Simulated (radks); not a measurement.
Values are calculated unless marked as measured or tabulated.
Species: the beryllium ion Be+. Configuration: 1s1.5 2s1 2p0.5 (fractional occupations, a model configuration). Level of theory: non-relativistic Kohn-Sham, TPSS, spin-unpolarised, spherical densities, point nucleus; meta-GGA in the generalised Kohn-Sham scheme; without spin polarisation the odd electron is poorly described (a radial shooting solver on a logarithmic mesh with Libxc functionals).

X-ray form factor f0, the Fourier transform of the density (f0(0) = 3):

sin(theta)/lambda (1/angstrom),f0 (electrons)
0.05,2.856
0.1,2.502
0.15,2.092
0.2,1.746
0.25,1.500
0.3,1.340
0.4,1.160
0.5,1.039
0.6,0.920
0.8,0.689
1,0.497
1.25,0.325
1.5,0.214
2,0.098
